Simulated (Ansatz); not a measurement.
Reaction (ligand exchange at the Sn–S bond): `[SH][Sn][Cl]` + dimethylamine → `C[N](C)[Sn][Cl]` + H₂S

Computed with Ansatz on PBE0-D4/def2-TZVP structures; ΔE is electronic, products minus reactants. CCSD(T)/CBS adds triple-zeta CCSD(T) − MP2 to the extrapolated MP2 energy (def2 sets, frozen cores). This one scheme is used for every species. DFT in def2-TZVPP. B3LYP here is the variant with VWN-RPA as its local correlation; programs differ in this. Elements past krypton have def2 core potentials. For Sn outer-core shells are correlated without core-valence functions, which leaves a few kJ/mol of doubt a bond. Each species was taken in one conformer, which may not be the lowest.

Q: Is it downhill or uphill in electronic energy at CCSD(T)/CBS, and by how much? (Best estimate.)

A: Computed: Uphill: ΔE = +40.0 kJ/mol.

Q: What do these levels give: BLYP-D4, CAM-B3LYP-D4, ωB97M-V, PBE, r2SCAN, B3LYP, BHLYP, CAM-B3LYP, HF/def2-SVP, HF/def2-TZVPP, CCSD(T)/def2-TZVPP, MP2/CBS(def2)? (An estimate is asked.)

A: The calculation gave: BLYP-D4 41.3, CAM-B3LYP-D4 44.9, ωB97M-V 48.6, PBE 53.2, r2SCAN 49.4, B3LYP 55.6, BHLYP 59.5, CAM-B3LYP 50.2, HF/def2-SVP 67.0, HF/def2-TZVPP 68.7, CCSD(T)/def2-TZVPP 37.0, MP2/CBS(def2) 37.7 kJ/mol.

Largest T1 diagnostic among the species: 0.017.

The D4 term adds −8.9 kJ/mol with B3LYP and −5.1 kJ/mol with PBE0; it sums over pairs of atoms, weighted by their polarisabilities, and B3LYP, whose exchange is more repulsive, gets the larger term. In def2-TZVPP, CCSD(T) changes the Hartree–Fock value by −31.8 kJ/mol (the triples alone add −4.9 kJ/mol) and MP2 by −34.1 kJ/mol. From PBE to PBE0 (25 % exact exchange), in def2-TZVPP and without D4, ΔE moves by +4.8 kJ/mol.
